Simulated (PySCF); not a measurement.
H$_{2}$Ge, triplet, geometry from GFN2-xTB (the spin is typed, not shown lowest). Base run: B3LYP/6-311G** (PySCF).

PySCF was given this input:
```python
from pyscf import gto, scf, dft

mol = gto.Mole()
mol.atom = '''
    Ge    0.00156420    0.00038405    0.05289050
    H    -0.06808960   -1.28693347   -0.83567441
    H     0.01803519    1.27464401   -0.85682148
'''
mol.basis = '6-311g**'
mol.spin = 2
mol.verbose = 4
mol.build()

mf = dft.UKS(mol)
mf.xc = 'b3lyp'
mf.kernel()
```

Variants of this job, named by their change:

```tsv
change	ΔE vs base (mEh)	SCF cycles	<S^2>	outcome
base	0.000	9	2.001	converged
diis_space = 12	0.000	9	2.001	converged
damp = 0.5; diis_start_cycle = 5	0.000	11	2.001	converged
DIIS = EDIIS	-	50	-	not converged
diis_space = 20	0.000	9	2.001	converged
conv_tol_grad = 1e-7	0.000	11	2.001	converged
conv_tol_grad = 1e-3	0.000	9	2.001	converged
conv_tol = 1e-11	0.000	11	2.001	converged
init_guess = 1e	0.000	12	2.001	converged
solver = newton	0.000	-	2.001	converged
solver = newton; init_guess = 1e	0.000	-	2.001	converged
level_shift = 1.0 (with mf.max_cycle = 100)	0.000	28	2.001	converged
level_shift = 0.5 (with mf.max_cycle = 100)	0.000	18	2.001	converged
```

Open shells are given as the SCF converged; they aren't shown to be the lowest states, and a large step between rows can be another state.
